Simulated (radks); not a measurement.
Tl, configuration [Hg] 6p1 (the NIST ground configuration). Method: Dirac Kohn-Sham, PBE, spin-unpolarised, spherical densities, point nucleus; open shells are shared between the two j in proportion to 2j + 1; computed with a radial shooting solver on a logarithmic mesh with Libxc functionals.

Normalised radial functions P(r) = r R(r) (large component), r in bohr:

```
   r/bohr * 5p3/2, o 5d3/2 (the largest magnitude, 1.16, reaches the edge; | marks zero, & curves that meet)
 0.001382                             &
 0.001609                             &
 0.001888                             &
 0.002216                             &
   0.0026                             &
 0.003051                             &
 0.003581                             &
 0.004202                             o*
 0.004931                             o*
 0.005787                             o*
 0.006791                             o*
 0.007905                             o*
 0.009277                             o *
  0.01089                             o *
  0.01278                             o  *
  0.01499                             o   *
  0.01759                             o   *
  0.02065                             |o   *
  0.02423                             |o    *
  0.02843                             |o     *
  0.03337                             | o    *
  0.03916                             |  o   *
  0.04558                             |  o  *
  0.05349                             |   o*
  0.06277                             |  *  o
  0.07367                             *      o
  0.08645                         *   |      o
   0.1014                      *      |       o
    0.119                    *        |      o
   0.1397                   *         |    o
   0.1639                     *       |  o
   0.1924                          * o|
    0.224                        o    |  *
   0.2628                    o        |         *
   0.3084                  o          |             *
    0.362                  o          |             *
   0.4248                     o       |         *
   0.4985                           o |*
    0.585                    *        |    o
   0.6865          *                  |           o
   0.8056    *                        |                 o
   0.9453  *                          |                    o
    1.109    *                        |                     o
    1.291         *                   |                    o
    1.516               *             |                 o
    1.779                    *        |              o
    2.087                        *    |          o
    2.449                           * |      o
    2.874                            *|    o
    3.373                             *  o
    3.958                             *o
    4.645                             *o
    5.451                             &
    6.346                             &
    7.447                             &
    8.739                             &
    10.26                             &
    12.03                             &
    14.12                             &
```

5p3/2: eigenvalue -70.627 eV, 3 radial nodes at r = 0.0730, 0.209, 0.507 bohr, <r> = 1.04 bohr, 90 % of the charge inside 1.50 bohr. 5d3/2: eigenvalue -16.775 eV, 2 radial nodes at r = 0.183, 0.527 bohr, <r> = 1.36 bohr, 90 % of the charge inside 2.08 bohr.
